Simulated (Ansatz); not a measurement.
O₂Ti, triplet, geometry from GFN2-xTB (such geometries of metal compounds can be far from the true shape) (the multiplicity is a formal guess); PBE0/STO-3G in Ansatz (a first-principles code).

Ansatz was given this input:
Ansatz 0.2 input:
```yaml
crystal:
  periodic: [false, false, false]
  atoms:
    - {symbol: Ti, position_ang: [0.08713546, 0.01667738, 0.10503988]}
    - {symbol: O, position_ang: [1.09419603, 0.19006438, -1.18532302]}
    - {symbol: O, position_ang: [-1.33381854, -0.23592717, 0.89646335]}
basis:
  gaussian:
    orbitals: STO-3G
hamiltonian:
  xc: pbe0
magnetization: {spin_polarized: true, initial_magnetization: 2}
```

It wrote (shortened):

```
Functional definition: PBE0
387 factors; integrals over basis functions are off by at most 1.5e-4 eV
mean field evaluation 1: about -26900.9329 eV, gradient 2.4e1 eV
mean field evaluation 2: about -26874.2108 eV, gradient 8.1e1 eV
mean field evaluation 4: about -26904.8506 eV, gradient 6.2e-1 eV
mean field evaluation 8: about -26904.8578 eV, gradient 1.2e-2 eV
mean field evaluation 16: about -26904.0355 eV, gradient 3.3e0 eV
mean field -26904.85783532 eV, -988.7352886805 hartree, gradient 3.7e-5 eV, S^2 2.007679; 1 other end points of the search recorded, 0 dependent functions left out
reference -26904.85784955 eV, -988.7352892032 hartree; 20, 18 occupied and 8, 10 virtual orbitals, 387 factors
Total energy: -26904.85784955 eV, -988.7352892032 hartree
```
